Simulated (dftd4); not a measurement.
C$_{5}$H$_{9}$NO (SMILES CN1CCCC1=O), singlet, geometry from GFN2-xTB.

Input for dftd4:
```
$ dftd4 mol.xyz --func b3lyp --charge 0 --json dftd4.json --noedisp --property

# file mol.xyz
16

C      2.10718030    -0.10566990     0.05077275
N      0.69270521     0.08905907    -0.09332066
C      0.14997135     0.98033666    -1.08972839
C     -1.32752946     1.09849129    -0.69883366
C     -1.60250964    -0.19679329     0.06324944
C     -0.23541035    -0.62430679     0.57963264
O     -0.00257823    -1.45674522     1.42691988
H      2.59806457     0.83177957     0.32361649
H      2.54565104    -0.47833752    -0.87929269
H      2.25899065    -0.83912003     0.84118692
H      0.27013507     0.54960589    -2.09371243
H      0.67024368     1.94223616    -1.06616009
H     -1.46840915     1.95525366    -0.03929380
H     -1.97158737     1.22354647    -1.56688659
H     -2.30886961    -0.08111558     0.88246881
H     -1.97274293    -0.98564829    -0.59459778
```

Task: What does this run give for the dispersion energy, partial charges in atom order?

Result: 
```
Quantity                                                                                                                                                                            Result
-----------------------------  -----------------------------------------------------------------------------------------------------------------------------------------------------------
dispersion energy                                                                                                                                                          -13.33 kcal/mol
partial charges in atom order  C1 -0.11, N2 -0.34, C3 -0.06, C4 -0.16, C5 -0.12, C6 0.25, O7 -0.42, H8 0.10, H9 0.10, H10 0.13, H11 0.10, H12 0.10, H13 0.10, H14 0.09, H15 0.11, H16 0.10
```
